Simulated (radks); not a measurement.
All-electron atom: Tb17+ in [Kr] 4d10 4f2 (the NIST ground configuration). Method: non-relativistic Kohn-Sham, TPSS, spin-polarised, spherical densities, point nucleus; open shells are filled with parallel spins first (spin-orbit coupling, left out, can overturn this in heavy ions); meta-GGA in the generalised Kohn-Sham scheme; relativity is left out, which matters for an element this heavy; computed with a radial shooting solver on a logarithmic mesh with Libxc functionals.

Normalised radial functions P(r) = r R(r), r in bohr:

```
   r/bohr * 4s down, o 5s up (the largest magnitude, 1.61, reaches the edge; | marks zero, & curves that meet)
0.0007715                             |&
0.0008839                             |&
 0.001005                             |&
 0.001151                             |&
 0.001308                             |o*
 0.001499                             |o*
 0.001717                             |o*
 0.001952                             |o*
 0.002236                             |o *
 0.002541                             | o*
 0.002911                             | o*
 0.003336                             | o *
 0.003791                             | o *
 0.004343                             | o *
 0.004936                             |  o *
 0.005656                             |  o *
 0.006479                             |  o *
 0.007364                             |  o  *
 0.008437                             |  o  *
 0.009589                             |   o *
  0.01099                             |   o  *
  0.01259                             |   o *
  0.01431                             |  o  *
  0.01639                             |  o  *
  0.01863                             |  o *
  0.02134                             | o *
  0.02445                             |o *
  0.02779                             |&
  0.03184                            &|
  0.03618                          *o |
  0.04146                       *  o  |
   0.0475                     *   o   |
  0.05398                    *   o    |
  0.06185                  *    o     |
  0.07085                  *    o     |
  0.08053                    *   o    |
  0.09226                      *  o   |
   0.1049                          * o|
   0.1201                             |o*
   0.1376                             |   o   *
   0.1564                             |      o    *
   0.1792                             |       o      *
   0.2037                             |       o       *
   0.2334                             |     o      *
   0.2674                             | o    *
   0.3039                           o*|
   0.3482                   *  o      |
   0.3957           *      o          |
   0.4533    *            o           |
   0.5194  *                o         |
   0.5903   *                    o    |
   0.6763       *                     |  o
   0.7686            *                |         o
   0.8806                  *          |                o
    1.009                       *     |                   o
    1.147                          *  |                   o
    1.314                            *|               o
    1.493                            *|           o
    1.711                             *      o
     1.96                             *   o
    2.228                             * o
    2.552                             *o
      2.9                             &
    3.323                             &
```

4s down: eigenvalue -712.45 eV, 3 radial nodes at r = 0.0298, 0.114, 0.300 bohr, <r> = 0.558 bohr, 90 % of the charge inside 0.794 bohr. 5s up (empty): eigenvalue -336.07 eV, 4 radial nodes at r = 0.0298, 0.113, 0.286, 0.646 bohr, <r> = 1.08 bohr, 90 % of the charge inside 1.50 bohr.
